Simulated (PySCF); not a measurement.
H3BN (SMILES [BH]N), doublet, geometry from GFN2-xTB; PySCF with MP2/cc-pVDZ.

PySCF was given this input:
```python
from pyscf import gto, scf, mp

mol = gto.Mole()
mol.atom = '''
    B     0.77176572   -0.38326126   -0.00712341
    N    -0.50098332    0.12964714    0.00508320
    H     1.71461686    0.31236266   -0.02031081
    H    -0.72292847    1.12140556    0.00373476
    H    -1.34363377   -0.42499191    0.01661071
'''
mol.basis = 'cc-pvdz'
mol.spin = 1
mol.verbose = 4
mol.build()

mf = scf.UHF(mol)
mf.kernel()

pt = mp.MP2(mf)
pt.kernel()
print('E(MP2) = %.10f' % pt.e_tot)
```

Output, abridged:

```
PySCF version 2.14.0

[INPUT] verbose = 4
[INPUT] num. atoms = 5
[INPUT] num. electrons = 15
[INPUT] charge = 0
[INPUT] spin (= nelec alpha-beta = 2S) = 1
[INPUT] symmetry False subgroup None
[INPUT] Mole.unit = angstrom
[INPUT] Symbol           X                Y                Z      unit          X                Y                Z       unit  Magmom
[INPUT]  1 B      0.771765720000  -0.383261260000  -0.007123410000 AA    1.458425843128  -0.724258815556  -0.013461293973 Bohr   0.0
[INPUT]  2 N     -0.500983320000   0.129647140000   0.005083200000 AA   -0.946721267775   0.244997587433   0.009605855836 Bohr   0.0
[INPUT]  3 H      1.714616860000   0.312362660000  -0.020310810000 AA    3.240156273962   0.590279878941  -0.038381868268 Bohr   0.0
[INPUT]  4 H     -0.722928470000   1.121405560000   0.003734760000 AA   -1.366136815951   2.119149382965   0.007057673541 Bohr   0.0
[INPUT]  5 H     -1.343633770000  -0.424991910000   0.016610710000 AA   -2.539099837017  -0.803118315056   0.031389692635 Bohr   0.0

nuclear repulsion = 27.9272729832261
number of shells = 19
number of NR pGTOs = 73
number of NR cGTOs = 43
basis = cc-pvdz
ecp = {}

******** <class 'pyscf.scf.uhf.UHF'> ********
method = UHF
initial guess = minao
damping factor = 0
level_shift factor = 0
DIIS = <class 'pyscf.scf.diis.CDIIS'>
diis_start_cycle = 1
diis_space = 8
diis_damp = 0
SCF conv_tol = 1e-09
SCF conv_tol_grad = None
SCF max_cycles = 50
direct_scf = True
direct_scf_tol = 1e-13
number electrons alpha = 8  beta = 7
Set gradient conv threshold to 3.16228e-05
init E= -80.9569766525763

cycle= 1 E= -80.8198197143623  delta_E= 0.137  |g|= 0.187  |ddm|= 1.42
cycle= 2 E= -80.8527375212623  delta_E= -0.0329  |g|= 0.0605  |ddm|= 0.288
cycle= 3 E= -80.8576262167757  delta_E= -0.00489  |g|= 0.0274  |ddm|= 0.131
cycle= 4 E= -80.8584827539156  delta_E= -0.000857  |g|= 0.0117  |ddm|= 0.0476
cycle= 5 E= -80.8587204175014  delta_E= -0.000238  |g|= 0.00524  |ddm|= 0.0261
cycle= 6 E= -80.8587926891543  delta_E= -7.23e-05  |g|= 0.00231  |ddm|= 0.0154
cycle= 7 E= -80.8588087107081  delta_E= -1.6e-05  |g|= 0.00108  |ddm|= 0.00695
cycle= 8 E= -80.8588127383397  delta_E= -4.03e-06  |g|= 0.000539  |ddm|= 0.00331
cycle= 9 E= -80.8588138505015  delta_E= -1.11e-06  |g|= 0.00019  |ddm|= 0.00208
cycle= 10 E= -80.8588139640896  delta_E= -1.14e-07  |g|= 5.32e-05  |ddm|= 0.000694
cycle= 11 E= -80.8588139705187  delta_E= -6.43e-09  |g|= 1.47e-05  |ddm|= 0.000186
cycle= 12 E= -80.8588139709486  delta_E= -4.3e-10  |g|= 3.88e-06  |ddm|= 6.23e-05
Extra cycle  E= -80.8588139709683  delta_E= -1.97e-11  |g|= 2.11e-06  |ddm|= 6.98e-06
converged SCF energy = -80.8588139709683  <S^2> = 0.75678219  2S+1 = 2.0067707

******** <class 'pyscf.mp.ump2.UMP2'> ********
nocc = (np.int64(8), np.int64(7)), nmo = (43, 43)
E(UMP2) = -81.1018576650953  E_corr = -0.243043694127011
E(SCS-UMP2) = -81.1006973041521  E_corr = -0.241883333183792
E_corr(same-spin) = -0.05742588434841
E_corr(oppo-spin) = -0.185617809778601
E(MP2) = -81.1018576651
```
